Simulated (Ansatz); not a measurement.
`CB[SiH](O)[SiH3]` + H₂O → `CBO` + `O[SiH2][SiH3]`  (formal hydrolysis of a B–Si bond)

Isolated molecules relaxed with PBE0-D4/def2-TZVP in Ansatz; ΔE leaves out vibrations. CCSD(T)/CBS is the MP2 limit (def2-TZVPP, def2-QZVPP) plus CCSD(T) − MP2 in def2-TZVPP, frozen cores. This one scheme is used for every species. DFT in def2-TZVPP. One conformer a species, not always the lowest.

| species | r2SCAN-D4 energy (Eh) |
| --- | --- |
| `CB[SiH](O)[SiH3]` | -722.53918 |
| H₂O | -76.42324 |
| `CBO` | -141.21683 |
| `O[SiH2][SiH3]` | -657.80754 |

Task: Work out ΔE.

Result: ΔE = (-141.21683) + (-657.80754) − (-722.53918) − (-76.42324) = -0.06195 Eh = -38.9 kcal/mol. CCSD(T)/CBS gives -38.4 kcal/mol.

Largest T1 diagnostic among the species: 0.013.

In def2-TZVPP, CCSD(T) changes the Hartree–Fock value by +5.0 kcal/mol (the triples alone add +0.5 kcal/mol) and MP2 by +4.1 kcal/mol. From PBE to PBE0 (25 % exact exchange), in def2-TZVPP and without D4, ΔE moves by −0.7 kcal/mol.
